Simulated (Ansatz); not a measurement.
`[NH2][Nb]([F])(=[S])[Cl]` + H₂O → `[NH2][Nb]([OH])([F])=[S]` + HCl at 700 K and 1 bar (formal hydrolysis of the Nb–Cl bond).

Isolated molecules relaxed with PBE0-D4/def2-TZVP in Ansatz; ΔE leaves out vibrations. CCSD(T)/CBS is the MP2 limit (def2-TZVPP, def2-QZVPP) plus CCSD(T) − MP2 in def2-TZVPP, frozen cores. This one scheme is used for every species. def2 core potentials past Kr. For Nb outer-core shells are correlated without core-valence functions, which leaves a few kJ/mol of doubt a bond. One conformer a species, not always the lowest.

| species | CCSD(T)/CBS energy (Eh) | H − E (kJ/mol) | S (J/(mol·K)) |
| --- | --- | --- | --- |
| `[NH2][Nb]([F])(=[S])[Cl]` | -1070.38350 | 151.2 | 466.1 |
| H₂O | -76.37941 | 80.5 | 218.4 |
| `[NH2][Nb]([OH])([F])=[S]` | -686.36905 | 187.7 | 473.4 |
| HCl | -460.38127 | 38.4 | 211.8 |

H − E and S are ideal-gas, rigid-rotor, harmonic terms from PBE0-D4/def2-TZVP, for one conformer and one mirror image of each species. 1 Eh = 2625.50 kJ/mol, R = 8.31446 J/(mol·K).

Task: By hand: ΔE, ΔH, ΔS and ΔG.

Result: ΔE = (-686.36905) + (-460.38127) − (-1070.38350) − (-76.37941) = 0.01259 Eh = 33.1 kJ/mol. Δ(H − E) = 187.7 + 38.4 − 151.2 − 80.5 = -5.6, so ΔH = 27.5 kJ/mol. ΔS = 473.4 + 211.8 − 466.1 − 218.4 = 0.7 J/(mol·K). ΔG = 27.5 − 700 × (0.7)/1000 = 27.0 kJ/mol.

Task: By hand: the equilibrium constant, and the temperature at which ΔG would vanish if ΔH and ΔS stayed fixed.

Result: log₁₀ K = −ΔG/(RT ln 10) = -2.0. ΔG = 0 at ΔH/ΔS = 39286 K, far beyond where these terms or the molecules hold.

The number of gas molecules stays the same, so ΔS is small and ΔH decides. A doubt of 5 kJ/mol in ΔE shifts log₁₀ K by 0.4 here. Other conformers and mirror images would add mixing entropy, several J/(mol·K) or more a flexible species. These are equilibria of isolated gas molecules and say nothing of rates. Largest T1 diagnostic: 0.023 (customary marks: 0.02 for closed shells, 0.045 for open ones).
